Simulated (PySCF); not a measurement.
Species: `CC(C)OC(=O)[SiH2]CF`. The columns A, B, C and D hold Mulliken, IAO, Hirshfeld and ESP-fitted charges (e) of one PBE0/pcSseg-1 density (PySCF), in a shuffled order. Coordinates in Å (GFN2-xTB); the density's dipole moment is (-2.84, 0.24, -0.25) D.

```json
{"atom": "C1", "x": "-2.800", "y": "0.568", "z": "0.693", "A": "-0.631", "B": "-0.122", "C": "-0.208", "D": "-0.424"}
{"atom": "C2", "x": "-1.702", "y": "-0.371", "z": "0.219", "A": "+0.657", "B": "+0.056", "C": "-0.090", "D": "+0.089"}
{"atom": "C3", "x": "-1.981", "y": "-0.936", "z": "-1.169", "A": "-0.670", "B": "-0.124", "C": "-0.232", "D": "-0.431"}
{"atom": "O4", "x": "-0.474", "y": "0.390", "z": "0.194", "A": "-0.487", "B": "-0.092", "C": "-0.455", "D": "-0.342"}
{"atom": "C5", "x": "0.678", "y": "-0.256", "z": "0.343", "A": "+0.527", "B": "+0.121", "C": "+0.229", "D": "+0.271"}
{"atom": "O6", "x": "0.776", "y": "-1.449", "z": "0.504", "A": "-0.521", "B": "-0.252", "C": "-0.411", "D": "-0.458"}
{"atom": "Si7", "x": "2.126", "y": "1.005", "z": "0.272", "A": "+0.330", "B": "+0.340", "C": "+0.649", "D": "+0.715"}
{"atom": "C8", "x": "3.730", "y": "-0.027", "z": "0.452", "A": "-0.022", "B": "-0.063", "C": "-0.132", "D": "-0.236"}
{"atom": "F9", "x": "4.844", "y": "0.791", "z": "0.402", "A": "-0.232", "B": "-0.133", "C": "-0.349", "D": "-0.326"}
{"atom": "H10", "x": "-2.912", "y": "1.391", "z": "-0.007", "A": "+0.177", "B": "+0.043", "C": "+0.116", "D": "+0.146"}
{"atom": "H11", "x": "-2.554", "y": "0.974", "z": "1.671", "A": "+0.156", "B": "+0.044", "C": "+0.124", "D": "+0.151"}
{"atom": "H12", "x": "-3.741", "y": "0.029", "z": "0.762", "A": "+0.159", "B": "+0.050", "C": "+0.118", "D": "+0.149"}
{"atom": "H13", "x": "-1.561", "y": "-1.196", "z": "0.929", "A": "+0.008", "B": "+0.037", "C": "+0.132", "D": "+0.146"}
{"atom": "H14", "x": "-2.061", "y": "-0.127", "z": "-1.892", "A": "+0.178", "B": "+0.041", "C": "+0.114", "D": "+0.144"}
{"atom": "H15", "x": "-1.175", "y": "-1.601", "z": "-1.470", "A": "+0.186", "B": "+0.041", "C": "+0.134", "D": "+0.156"}
{"atom": "H16", "x": "-2.910", "y": "-1.497", "z": "-1.158", "A": "+0.165", "B": "+0.050", "C": "+0.118", "D": "+0.149"}
{"atom": "H17", "x": "1.990", "y": "1.954", "z": "1.377", "A": "-0.074", "B": "-0.065", "C": "-0.063", "D": "-0.103"}
{"atom": "H18", "x": "2.085", "y": "1.686", "z": "-1.022", "A": "-0.072", "B": "-0.066", "C": "-0.063", "D": "-0.104"}
{"atom": "H19", "x": "3.785", "y": "-0.560", "z": "1.406", "A": "+0.082", "B": "+0.048", "C": "+0.136", "D": "+0.155"}
{"atom": "H20", "x": "3.851", "y": "-0.758", "z": "-0.353", "A": "+0.084", "B": "+0.047", "C": "+0.135", "D": "+0.154"}
```

Q: Which column most likely holds the ESP-fitted charges?

A: A. Σ q r misses the density's dipole by 0.03 D (A), 1.11 D (B), 1.18 D (D), 1.33 D (C). Charges fitted to the outside potential are the only set here that is tied to the molecule's multipoles.

Q: And the Hirshfeld charges?

A: B. The mean sizes are 0.092 e (B), 0.200 e (C), 0.242 e (D), 0.271 e (A), and Hirshfeld charges are commonly the smallest of these schemes.

As computed, A = ESP-fitted, B = Hirshfeld, C = Mulliken, D = IAO. Hydrogens on carbon: ESP-fitted +0.01 to +0.19, Hirshfeld +0.04 to +0.05, Mulliken +0.11 to +0.14, IAO +0.14 to +0.16 e.

The ESP scheme is a least-squares fit of atom-centred charges to the potential on four shells outside the van der Waals surface, with the total charge fixed. The Mulliken scheme counts on each atom the diagonal of the density matrix times the overlap matrix over that atom's basis functions.

Isolated species at its GFN2-xTB geometry (one conformer only).

These values come from a run that also computed NMR shieldings. Time: 90 s of wall time (grids of density and orbitals included); peak memory 0.96 GiB. Hardware: an Arm Neoverse N1 with one thread, on a shared host.

Shape of the structure used: `[CH3:1][CH:2]([CH3:3])[O:4][C:5](=[O:6])[SiH2:7][CH2:8][F:9]`: C1–C2–O4–C5 153°, C2–O4–C5–O6 0°, O4–C5–Si7–C8 -179°, C5–Si7–C8–F9 180°.
